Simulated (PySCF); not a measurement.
PySCF job for 1-ethenylcyclopropan-1-amine (C5H9N), SMILES C=CC1(N)CC1, TDA-PBE/def2-SVPD. The structure is a stationary point at PBE0-D3(BJ)/def2-SVP. The values are those of a single conformer.

```python
import numpy as np
from pyscf import gto, scf, dft, tdscf

mol = gto.M(
    atom='''
    C     2.18276069   -0.55927008    0.01402161
    C     1.14533484    0.15497002   -0.42561159
    C    -0.24699434    0.01645913    0.06805441
    N    -0.39809556   -0.88571663    1.17015609
    C    -1.34745110    0.06073599   -0.95793586
    C    -1.13800999    1.24207651   -0.06189543
    H     2.03942916   -1.33007816    0.77550512
    H     3.18771955   -0.40390018   -0.38507400
    H     1.29377741    0.91564305   -1.20108826
    H    -1.36968865   -1.14869646    1.30352450
    H    -0.07829665   -0.44781413    2.03262483
    H    -2.21803871   -0.57833055   -0.78075937
    H    -1.06517118    0.13981894   -2.01091838
    H    -1.85835494    1.40605911    0.74449538
    H    -0.71854768    2.15748532   -0.48920114
    ''',
    basis='def2-SVPD',
    charge=0,
    spin=0,
    max_memory=1600,
    verbose=4,
)
mf = dft.RKS(mol, xc='pbe').density_fit(auxbasis='def2-universal-jkfit')
mf.grids.level = 3
mf.conv_tol = 1e-9
mf.max_cycle = 100
mf.kernel()
mf.grids = dft.Grids(mol).set(level=1).build(with_non0tab=True)  # coarser grid for the response kernel
td = tdscf.TDA(mf)
td.singlet = True
td.nstates = 10
td.conv_tol = 1e-4
td.positive_eig_threshold = 1e-6
td.kernel(x0=td.get_init_guess(mf, 15))
td.analyze()
tt = tdscf.TDA(mf)
tt.singlet = False
tt.nstates = 4
tt.conv_tol = 1e-4
tt.positive_eig_threshold = 1e-6
tt.kernel(x0=tt.get_init_guess(mf, 9))
tt.analyze(verbose=3)
```

Log of the run:

```
PySCF version 2.14.0

[INPUT] verbose = 4
[INPUT] num. atoms = 15
[INPUT] num. electrons = 46
[INPUT] charge = 0
[INPUT] spin (= nelec alpha-beta = 2S) = 0
[INPUT] symmetry False subgroup None
[INPUT] Mole.unit = angstrom
[INPUT] Symbol           X                Y                Z      unit          X                Y                Z       unit  Magmom
[INPUT]  1 C      2.182760690000  -0.559270080000   0.014021610000 AA    4.124819899567  -1.056867280864   0.026497002725 Bohr   0.0
[INPUT]  2 C      1.145334840000   0.154970020000  -0.425611590000 AA    2.164369168523   0.292850895318  -0.804289340541 Bohr   0.0
[INPUT]  3 C     -0.246994340000   0.016459130000   0.068054410000 AA   -0.466751656918   0.031103247949   0.128604196469 Bohr   0.0
[INPUT]  4 N     -0.398095560000  -0.885716630000   1.170156090000 AA   -0.752291579805  -1.673761854673   2.211274533092 Bohr   0.0
[INPUT]  5 C     -1.347451100000   0.060735990000  -0.957935860000 AA   -2.546313545244   0.114774387004  -1.810236420300 Bohr   0.0
[INPUT]  6 C     -1.138009990000   1.242076510000  -0.061895430000 AA   -2.150527208119   2.347184429656  -0.116965411062 Bohr   0.0
[INPUT]  7 H      2.039429160000  -1.330078160000   0.775505120000 AA    3.853962562852  -2.513483446665   1.465492284998 Bohr   0.0
[INPUT]  8 H      3.187719550000  -0.403900180000  -0.385074000000 AA    6.023916911422  -0.763260721863  -0.727684397691 Bohr   0.0
[INPUT]  9 H      1.293777410000   0.915643050000  -1.201088260000 AA    2.444884971049   1.730314592361  -2.269727862830 Bohr   0.0
[INPUT] 10 H     -1.369688650000  -1.148696460000   1.303524500000 AA   -2.588336424425  -2.170721709657   2.463304301661 Bohr   0.0
[INPUT] 11 H     -0.078296650000  -0.447814130000   2.032624830000 AA   -0.147959224971  -0.846246060410   3.841104242691 Bohr   0.0
[INPUT] 12 H     -2.218038710000  -0.578330550000  -0.780759370000 AA   -4.191485695584  -1.092886348969  -1.475421378488 Bohr   0.0
[INPUT] 13 H     -1.065171180000   0.139818940000  -2.010918380000 AA   -2.012881805980   0.264219503627  -3.800084997054 Bohr   0.0
[INPUT] 14 H     -1.858354940000   1.406059110000   0.744495380000 AA   -3.511781878833   2.657066632850   1.406892369204 Bohr   0.0
[INPUT] 15 H     -0.718547680000   2.157485320000  -0.489201140000 AA   -1.357858322642   4.077056372570  -0.924456174425 Bohr   0.0

nuclear repulsion = 233.01951168231
number of shells = 84
number of NR pGTOs = 270
number of NR cGTOs = 192
basis = def2-SVPD
ecp = {}


[settings echo left out]
init E= -250.578552718454
  HOMO = -0.282012474059844  LUMO = -0.100464255162653  gap/eV = 4.94018
cycle= 1 E= -250.05543522375  delta_E= 0.523  |g|= 0.567  |ddm|= 7.48
  HOMO = -0.0987874486903175  LUMO = 0.0204053095914087  gap/eV = 3.24340
cycle= 2 E= -249.922847372433  delta_E= 0.133  |g|= 0.916  |ddm|= 5.74
  HOMO = -0.197396695615967  LUMO = -0.0186672840601609  gap/eV = 4.86348
cycle= 3 E= -250.143371664838  delta_E= -0.221  |g|= 0.101  |ddm|=  4.3
  HOMO = -0.191707374096904  LUMO = -0.0223636138308581  gap/eV = 4.60808
cycle= 4 E= -250.145395522521  delta_E= -0.00202  |g|= 0.0416  |ddm|= 0.347
  HOMO = -0.193411972106463  LUMO = -0.0212805635052873  gap/eV = 4.68393
cycle= 5 E= -250.145784072386  delta_E= -0.000389  |g|= 0.00881  |ddm|= 0.118
  HOMO = -0.193291132985494  LUMO = -0.0207014381036803  gap/eV = 4.69640
cycle= 6 E= -250.145792825058  delta_E= -8.75e-06  |g|= 0.00635  |ddm|= 0.0261
  HOMO = -0.19332826988731  LUMO = -0.0208795327785762  gap/eV = 4.69257
cycle= 7 E= -250.145803282366  delta_E= -1.05e-05  |g|= 0.00143  |ddm|= 0.0139
  HOMO = -0.193303725614014  LUMO = -0.0209544849561425  gap/eV = 4.68986
cycle= 8 E= -250.145803830283  delta_E= -5.48e-07  |g|= 0.000281  |ddm|= 0.00349
  HOMO = -0.193322638305375  LUMO = -0.0209472171300478  gap/eV = 4.69057
cycle= 9 E= -250.145803852672  delta_E= -2.24e-08  |g|= 3.63e-05  |ddm|= 0.000935
  HOMO = -0.193324995076484  LUMO = -0.0209506872027694  gap/eV = 4.69054
cycle= 10 E= -250.145803852982  delta_E= -3.11e-10  |g|= 1.63e-05  |ddm|= 0.000158
  HOMO = -0.193323488496997  LUMO = -0.0209489339135436  gap/eV = 4.69055
Extra cycle  E= -250.145803852877  delta_E= 1.05e-10  |g|= 2.65e-05  |ddm|= 0.000111
converged SCF energy = -250.145803852877
tot grids = 53272
Overwritten attributes  positive_eig_threshold  of <class 'pyscf.tdscf.rks.TDA'>


******** <class 'pyscf.tdscf.rks.TDA'> for <class 'pyscf.df.df_jk.DFRKS'> ********
nstates = 10 singlet
deg_eia_thresh = 1.000e-03
wfnsym = None
conv_tol = 0.0001
eigh lindep = 1e-12
eigh level_shift = 0
eigh max_cycle = 100


Excitation energies (eV)
[4.97426212 5.33181896 5.97292156 6.09800488 6.13253746 6.27826075
 6.77865258 6.78543659 6.83487972 6.92907411]

** Singlet excitation energies and oscillator strengths **
Excited State   1:      4.97426 eV    249.25 nm  f=0.0482
      22 -> 24       -0.26963
      23 -> 24       -0.64579
Excited State   2:      5.33182 eV    232.54 nm  f=0.0359
      23 -> 25        0.70124
Excited State   3:      5.97292 eV    207.58 nm  f=0.0021
      23 -> 26        0.70328
Excited State   4:      6.09800 eV    203.32 nm  f=0.0038
      23 -> 27       -0.70086
Excited State   5:      6.13254 eV    202.17 nm  f=0.0104
      22 -> 25       -0.70003
Excited State   6:      6.27826 eV    197.48 nm  f=0.0092
      23 -> 28       -0.69729
Excited State   7:      6.77865 eV    182.90 nm  f=0.0706
      21 -> 24        0.17885
      22 -> 24       -0.24305
      22 -> 26       -0.44666
      22 -> 27       -0.16515
      23 -> 29        0.39400
Excited State   8:      6.78544 eV    182.72 nm  f=0.0214
      22 -> 26       -0.52624
      22 -> 27        0.13158
      23 -> 29       -0.43297
Excited State   9:      6.83488 eV    181.40 nm  f=0.1284
      21 -> 24       -0.27089
      22 -> 24        0.29949
      22 -> 26       -0.12919
      22 -> 27        0.34240
      22 -> 28       -0.10656
      23 -> 24       -0.12386
      23 -> 29        0.39219
Excited State  10:      6.92907 eV    178.93 nm  f=0.0298
      21 -> 24       -0.10522
      22 -> 24        0.10864
      22 -> 27       -0.25309
      23 -> 30       -0.63130

** Transition electric dipole moments (AU) **
state          X           Y           Z        Dip. S.      Osc.
  1         0.5933     -0.1952      0.0755      0.3958      0.0482
  2         0.2103     -0.3925     -0.2766      0.2748      0.0359
  3         0.0736      0.0567     -0.0754      0.0143      0.0021
  4         0.0384      0.0408     -0.1484      0.0252      0.0038
  5        -0.2050     -0.0190     -0.1631      0.0690      0.0104
  6        -0.1839      0.0349     -0.1571      0.0597      0.0092
  7        -0.6286      0.1716     -0.0189      0.4250      0.0706
  8         0.2126      0.1944      0.2140      0.1288      0.0214
  9         0.7308     -0.4815      0.0272      0.7667      0.1284
 10         0.3869     -0.0101      0.1609      0.1757      0.0298

** Transition velocity dipole moments (imaginary part, AU) **
state          X           Y           Z        Dip. S.      Osc.
  1         0.0362      0.0089      0.0197      0.0018      0.0065
  2         0.0302     -0.0650     -0.0377      0.0066      0.0223
  3         0.0045      0.0097      0.0013      0.0001      0.0004
  4         0.0193     -0.0176     -0.0217      0.0012      0.0034
  5        -0.0432     -0.0035     -0.0359      0.0032      0.0094
  6        -0.0423     -0.0058     -0.0332      0.0029      0.0084
  7        -0.0681      0.0276      0.0276      0.0062      0.0165
  8         0.0277      0.0491      0.0329      0.0043      0.0114
  9         0.0782     -0.0732     -0.0342      0.0126      0.0336
 10         0.0411     -0.0036      0.0114      0.0018      0.0048

** Transition magnetic dipole moments (imaginary part, AU) **
state          X           Y           Z
  1         0.1328      0.2552      0.0319
  2        -0.4290     -0.3684     -0.0655
  3        -0.0549     -0.0047     -0.0871
  4        -0.2882     -0.2467      0.1142
  5         0.2948     -0.0313      0.4576
  6        -0.0090     -0.0845     -0.0897
  7        -0.0543      0.0679     -0.1729
  8         0.1380      0.3010     -0.1572
  9         0.0546      0.0764      0.3924
 10         0.2088     -0.0962     -0.1096


******** <class 'pyscf.tdscf.rks.TDA'> for <class 'pyscf.df.df_jk.DFRKS'> ********
nstates = 4 triplet
deg_eia_thresh = 1.000e-03
wfnsym = None
conv_tol = 0.0001
eigh lindep = 1e-12
eigh level_shift = 0
eigh max_cycle = 100


Excitation energies (eV)
[4.22225724 4.97826494 5.17467195 5.86159944]

** Triplet excitation energies and oscillator strengths **
Excited State   1:      4.22226 eV    293.64 nm  f=0.0000
Excited State   2:      4.97826 eV    249.05 nm  f=0.0000
Excited State   3:      5.17467 eV    239.60 nm  f=0.0000
Excited State   4:      5.86160 eV    211.52 nm  f=0.0000
```

The run converged.

Cost: about 2.6 core-minutes (a rough figure).
